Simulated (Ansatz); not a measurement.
B8⁺, relaxed as a doublet with UKS PBE-D4/def2-SVP in Ansatz, starting from the GFN1-xTB geometry. Force threshold 0.02 eV/Å.

The relaxation made no stability test and no search for a lower SCF solution. Another isomer (doublet) lies 1.48 eV lower at PBE0-D4/def2-TZVP; other spin states weren't run for this one.

Start:

Cartesian coordinates in Å:
```
B -0.858 0.323 -2.274
B 0.164 -0.157 -1.214
B -0.172 0.145 1.214
B 1.840 -0.948 1.316
B -1.815 0.986 -1.319
B 0.837 -0.363 2.275
B -1.078 0.604 -0.011
B 1.081 -0.590 0.013
```

Question: Estimate the energy that the relaxation releases and the steps that it takes.

Answer: 1.23 eV, in 15 steps; 12 s on 4 threads of Intel Xeon Platinum 8488C on a shared host. The force fell under the threshold at step 3, but the optimiser went on and released 1.122 eV more. No frequencies were taken in this run, so the end may be a saddle point.

Question: Does the start keep its bonding?

Answer: Bonds formed: B2–B5, B3–B4, B7–B8 (atoms count from 1).

Question: Predict the relaxed structure.

Answer: 
```xyz
8

B    -0.958    0.398   -2.648
B    -0.014   -0.069   -1.462
B     0.014    0.069    1.462
B     1.561   -0.807    1.291
B    -1.561    0.807   -1.291
B     0.958   -0.397    2.648
B    -0.756    0.426    0.044
B     0.756   -0.426   -0.044
```
Bond lengths: 13 × B–B 1.54 to 1.79 Å.
